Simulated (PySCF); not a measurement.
## A search over the determinants of TiI

Unrestricted PBE0; PySCF, spin-free X2C with a Gaussian nucleus, basis sets Ti x2c-TZVPPall, I x2c-TZVPPall. Outer shells of the fragments: Ti 3d2 4s2; I 4d10 5s2 5p5.

Followed along the bond (rough minima from three points):

```tsv
2Ms+1	unpaired	⟨S²⟩ at the start	R at minimum (Å)	Te (eV)
4	σ ↑, π ↑, δ ↑	3.76	2.63	0.00
4	σ ↑, δ ↑↑	3.76	2.61	0.29
4	σ ↑↑, δ ↑	3.76	2.66	0.34
4	σ ↑, π ↑↑	3.76	2.65	0.44
2	δ ↑	1.50	2.60	0.52
2	σ ↓, π ↑, δ ↑	1.72	2.63	0.53
```

Solutions found at the starting distance of 2.575 Å, counted from the lowest of them; the search is not exhaustive and high or unbound solutions are not listed, so other states can lie among these:

```csv
2Ms+1,unpaired,term,E (eV),⟨S²⟩,⟨Lz²⟩,μ (D)
4,"σ ↑, π ↑, δ ↑",mixed,0.00,3.76,4.77,-3.81
4,"σ ↑, δ ↑↑",⁴Σ⁻,0.28,3.76,0.00,-4.85
4,"σ ↑↑, δ ↑",⁴Δ,0.36,3.76,4.00,-1.39
4,"σ ↑, π ↑↑",⁴Σ⁻,0.45,3.76,0.00,-3.75
2,δ ↑,mixed,0.51,1.50,4.00,-1.79
2,"σ ↓, π ↑, δ ↑",mixed,0.53,1.72,4.23,-3.24
2,"σ ↑, π ↓, δ ↑",mixed,0.70,1.75,4.92,-4.09
2,"σ ↓, π ↑↑",mixed,0.91,1.75,0.00,-4.02
2,"σ ↑, δ ↑↓",mixed,0.93,1.75,8.01,-3.82
2,"σ ↓, δ ↑↑",mixed,1.06,1.76,0.00,-1.93
```

A term symbol is given only where ⟨S²⟩ and ⟨Lz²⟩ are close to those of a pure state; real π, δ and φ orbitals otherwise mix terms. A positive dipole means Ti(−)I(+).

Spin–orbit coupling is left out. With d or f electrons several states lie close, and the lowest PBE0 determinant need not be the measured ground state.
